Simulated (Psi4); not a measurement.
C$_{6}$H$_{16}$NSi, doublet, geometry from GFN2-xTB. Base run: BLYP/STO-3G run with Psi4.

Geometry (Å):
```xyz
24

C      2.3379     0.5130     0.9064
C      1.2918    -0.3902     0.3575
C      1.6863    -1.7942     0.0324
N      0.0601     0.1174    -0.0242
Si    -0.1463     1.7788    -0.4745
C     -1.0842    -0.7847     0.0738
C     -1.6673    -1.1233    -1.2982
C     -2.1600    -0.2028     0.9898
H      3.0108     0.9029     0.1318
H      2.9560    -0.0323     1.6220
H      1.8877     1.3653     1.4109
H      1.1094    -2.1930    -0.8004
H      2.7425    -1.8214    -0.2404
H      1.5611    -2.4764     0.8832
H     -1.3277     1.9054    -1.3299
H     -0.3581     2.6581     0.6930
H      1.0523     2.1833    -1.2026
H     -0.7267    -1.7121     0.5329
H     -0.8873    -1.4865    -1.9629
H     -2.1191    -0.2452    -1.7498
H     -2.4280    -1.8943    -1.1988
H     -2.9457    -0.9372     1.1535
H     -1.7258     0.0637     1.9504
H     -2.6005     0.6873     0.5492
```
Charge 0, spin multiplicity 2.
Orbitals are unrestricted.
All else is at Psi4's defaults (density fitting).

Each row names what was changed in the base input (with any setting that the change needs).

```json
[
 {"change": "base", "E (Eh)": "-575.31015", "SCF-reference dipole (D)": "0.90", "SCF-reference <S^2>": "0.752", "core-seconds (rough)": "20", "outcome": "converged"},
 {"change": "functional = b97m-v", "E (Eh)": "-", "SCF-reference dipole (D)": "-", "SCF-reference <S^2>": "-", "core-seconds (rough)": "-", "outcome": "cut at the time limit"},
 {"change": "functional = hf (with energy('scf'))", "E (Eh)": "-573.09250", "SCF-reference dipole (D)": "0.39", "SCF-reference <S^2>": "0.762", "core-seconds (rough)": "4", "outcome": "converged"},
 {"change": "functional = b2plyp", "E (Eh)": "-574.89728", "SCF-reference dipole (D)": "-", "SCF-reference <S^2>": "0.755", "core-seconds (rough)": "20", "outcome": "converged"},
 {"change": "functional = b3lyp5", "E (Eh)": "-575.31317", "SCF-reference dipole (D)": "0.82", "SCF-reference <S^2>": "0.753", "core-seconds (rough)": "20", "outcome": "converged"},
 {"change": "functional = wb97x", "E (Eh)": "-575.55560", "SCF-reference dipole (D)": "0.79", "SCF-reference <S^2>": "0.753", "core-seconds (rough)": "20", "outcome": "converged"},
 {"change": "functional = pw6b95", "E (Eh)": "-576.21859", "SCF-reference dipole (D)": "0.84", "SCF-reference <S^2>": "0.753", "core-seconds (rough)": "30", "outcome": "converged"},
 {"change": "functional = tpss", "E (Eh)": "-575.70132", "SCF-reference dipole (D)": "0.87", "SCF-reference <S^2>": "0.753", "core-seconds (rough)": "50", "outcome": "converged"},
 {"change": "functional = wb97m-v", "E (Eh)": "-", "SCF-reference dipole (D)": "-", "SCF-reference <S^2>": "-", "core-seconds (rough)": "-", "outcome": "cut at the time limit"},
 {"change": "functional = scan", "E (Eh)": "-575.47376", "SCF-reference dipole (D)": "0.72", "SCF-reference <S^2>": "0.755", "core-seconds (rough)": "40", "outcome": "converged"},
 {"change": "functional = pbe0-dh", "E (Eh)": "-575.03799", "SCF-reference dipole (D)": "-", "SCF-reference <S^2>": "0.755", "core-seconds (rough)": "20", "outcome": "converged"},
 {"change": "functional = m06-l", "E (Eh)": "-575.46412", "SCF-reference dipole (D)": "0.88", "SCF-reference <S^2>": "0.753", "core-seconds (rough)": "30", "outcome": "converged"},
 {"change": "functional = hse06", "E (Eh)": "-575.18255", "SCF-reference dipole (D)": "0.78", "SCF-reference <S^2>": "0.753", "core-seconds (rough)": "50", "outcome": "converged"}
]
```

Total energies compare only within one method and basis.

Open shells are given as the SCF converged; they aren't shown to be the lowest states, and a large step between rows can be another state.
